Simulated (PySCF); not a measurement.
# Tm: ionisation energy

Tm [Xe] 4f13 6s2 [4f5/2^6 4f7/2^7, M_J = 7/2] → Tm⁺ [Xe] 4f13 6s1 [4f5/2^6 4f7/2^7 6s1/2^1, M_J = 4], as a difference of total energies. Computed with PySCF 2.14 in x2c-TZVPall-2c, with the two-component X2C-1e Hamiltonian. Correlated levels: [Ar] 3d10 frozen; the 18 highest virtual spinors dropped. "Screened" scales the spin-orbit matrix elements by Boettger's factors to mimic the two-electron term; Breit and QED terms are absent.

```tsv
method	ionisation energy (eV)
GHF (spin-free)	5.064
GMP2 (spin-free)	6.045
GHF (screened spin-orbit)	5.067
GMP2 (screened spin-orbit)	6.049
```

Task: How much does correlation contribute at GMP2 (screened spin-orbit)?

Result: 6.049 − (5.067) = 0.982 eV, measured against GHF (screened spin-orbit).

The spin-free rows relax to the high-spin LS determinant and lack the spin-orbit shift.

The labels give the starting determinants; with spin-orbit coupling the two ends relaxed to ⟨J²⟩ = 15.76, ⟨L²⟩ = 12.11, ⟨S²⟩ = 0.85 and ⟨J²⟩ = 20.01, ⟨L²⟩ = 12.11, ⟨S²⟩ = 2.10.

For comparison: 6.184 eV (measured; NIST Atomic Spectra Database, ionization energies).
